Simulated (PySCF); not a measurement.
Ga(OH)(OMe)2, SMILES C[O][Ga]([OH])[O]C, singlet (PBE0/def2-SVP optimised geometry):

```
13

Ga     0.327    -0.595     0.000
O      2.100    -0.595     0.000
H      2.476    -1.481    -0.001
O     -0.569     0.931     0.000
C      0.020     2.202     0.003
H      1.125     2.178     0.000
H     -0.304     2.774    -0.885
H     -0.299     2.769     0.895
O     -0.571    -2.119    -0.001
C     -1.971    -2.211    -0.002
H     -2.476    -1.229    -0.012
H     -2.314    -2.774    -0.888
H     -2.317    -2.758     0.893
```

Level of theory: PySCF 2.14.0 with PBE0/def2-TZVP.

Task: What are the frontier orbital energies and the dipole moment?

Result: HOMO-2 -8.21 eV, HOMO-1 -8.15 eV, HOMO -7.80 eV, LUMO -0.76 eV, LUMO+1 0.33 eV; dipole moment 0.25 D.

On the same geometry PySCF with PBE/def2-TZVP gives HOMO-2 -6.68 eV, HOMO-1 -6.58 eV, HOMO -6.24 eV, LUMO -1.74 eV, LUMO+1 -0.48 eV; dipole moment 0.24 D.

Meta-Löwdin charges at PBE0/def2-TZVP: Ga1 1.12, O2 -0.72, H3 0.35, O4 -0.58, C5 -0.11, H6 0.10, H7 0.11, H8 0.11, O9 -0.58, C10 -0.11, H11 0.10, H12 0.11, H13 0.11.
